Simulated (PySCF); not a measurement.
Cd(Cl)(OH) (CdClHO), SMILES [Cl][Cd][OH]. Geometry: B3LYP-D3(BJ)/def2-TZVP. The def2 effective core potentials stand for the cores of Cd; spin–orbit coupling is left out. Other conformers were not sampled.

Level of theory: B3LYP-D3(BJ)/def2-TZVP (PySCF 2.14.0).

Harmonic wavenumbers (cm⁻¹): 113, 118, 354, 588, 813, 3818. Rotational constants (GHz): 648.1, 2.110, 2.103; symmetry number 1.

Q: Work out the zero-point energy and the ideal-gas rigid-rotor harmonic-oscillator thermochemistry at 298.15 K and 1 atm.

A: ZPE = ½ Σ hcν = ½ × 5803 cm⁻¹ = 8.30 kcal/mol. H − E(el) = 11.93 kcal/mol. Entropy in cal/(mol K): translation 41.21, rotation 22.24, vibration 8.17, total 71.62. G − E(el) = -9.43 kcal/mol. Cp = 15.08 cal/(mol K). Modes under 150 cm⁻¹ make the vibrational entropy uncertain.
